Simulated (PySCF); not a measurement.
dichlorosilane (H2Cl2Si), SMILES Cl[SiH2]Cl. The structure is a stationary point at B3LYP-D3(BJ)/def2-TZVP.

TDDFT-M06-2X/def2-SVPD (PySCF 2.14.0) puts the lowest singlet excitations at 7.56, 7.76, 8.06, 8.29, 8.31, 8.54 eV.

What are the lowest excitation roots from ADC(2)/aug-cc-pVDZ (PySCF)? (An estimate is asked for; the answer gives what the named calculation found.)

7.92, 8.04, 8.30, 8.50, 8.52, 8.62 eV. S1 differs by 0.36 eV (second minus first; roots are paired by order, and the bases may differ).
